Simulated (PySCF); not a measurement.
This script is equivalent to a calculation on He⁺ (helium, charge +1).

```python
from pyscf import gto, scf, dft, mp, cc
import basis_set_exchange as bse
mol = gto.M(atom="He 0 0 0", charge=1, spin=1, symmetry="D2h",
            basis=gto.basis.parse(bse.get_basis("cc-pVDZ", elements=["He"], fmt="nwchem", header=False)))
mf = scf.UHF(mol)
mf.irrep_nelec = {'Ag': (1, 0)}
mf.kernel()
```

Question: What total energy does it give?

Answer: -1.99362 hartree (calculated).

Question: Which occupied shell lies highest, and where?

Answer: 1s α, at -54.249 eV.

Question: What is ⟨S²⟩, and what would a pure spin state give?

Answer: 0.750, against 0.75.
